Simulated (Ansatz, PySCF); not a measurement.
CH4MgSSe, SMILES C[S][Mg][SeH].

The structure is a stationary point at B3LYP-D3(BJ)/def2-SVP. The structure was generated by enumeration; whether it is a known compound was not checked. The values are those of a single conformer.

Vertical ionisation energy (IE) and electron affinity (EA) in eV. Rows of orbital energies are one-electron estimates. Where ΔSCF, EOM or ADC give a negative EA the extra electron is unbound and the value depends on the basis.

```csv
level,IE,EA
"−ε(HOMO), −ε(LUMO), CAM-B3LYP/def2-TZVP (PySCF)",7.96,0.67
"−ε(HOMO), −ε(LUMO), PBE/def2-TZVP (PySCF)",5.49,2.12
"ΔSCF, PBE0/def2-SVPD (Ansatz), final states of multiplicity 2 and 2",8.55,0.26
"ΔSCF, PBE/def2-SVPD (Ansatz), final states of multiplicity 2 and 2",___,___
```

Task: What belongs in the gaps? (Estimate from the structure and the level; the computed values follow.)

Result: 
- ΔSCF, PBE/def2-SVPD (Ansatz, a program for electronic structure), final states of multiplicity 2 and 2, IE: 8.19
- ΔSCF, PBE/def2-SVPD (Ansatz), final states of multiplicity 2 and 2, EA: 0.34

Task: What vertical singlet–triplet gap does ΔSCF give with PBE0/def2-SVPD (Ansatz) and with PBE/def2-SVPD (Ansatz)? (Estimate from the structure and the level; the computed values follow.)

Result: 3.84 and 3.42 eV (triplet above singlet where positive).
